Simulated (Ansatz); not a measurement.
The same group exchange along the group B, Al, Ga.

Isolated molecules relaxed with PBE0-D4/def2-TZVP in Ansatz; ΔE leaves out vibrations. CCSD(T)/CBS adds triple-zeta CCSD(T) − MP2 to the extrapolated MP2 energy (def2 sets, frozen cores). DFT in def2-TZVPP. For Br, Ga, Ge outer-core shells are correlated without core-valence functions, which leaves a few kJ/mol of doubt a bond. Scalar relativity is left out up to krypton. Each species was taken in one conformer, which may not be the lowest.

```
                                                                reaction  revPBE-D4 (kJ/mol)
                     `OB(Br)O[SiH3]` + GeH₄ → `[SiH3][GeH3]` + `OB(O)Br`                  55
`[OH][Al]([Br])[O][SiH3]` + GeH₄ → `[SiH3][GeH3]` + `[OH][Al]([OH])[Br]`                  67
`[OH][Ga]([Br])[O][SiH3]` + GeH₄ → `[SiH3][GeH3]` + `[OH][Ga]([OH])[Br]`                  60
```

Question: Give the CCSD(T)/CBS values in the same order. (Estimate.)

Answer: Computed: 74, 89, 81 kJ/mol.

Largest T1 diagnostic: 0.012, for `[OH][Ga]([OH])[Br]`.
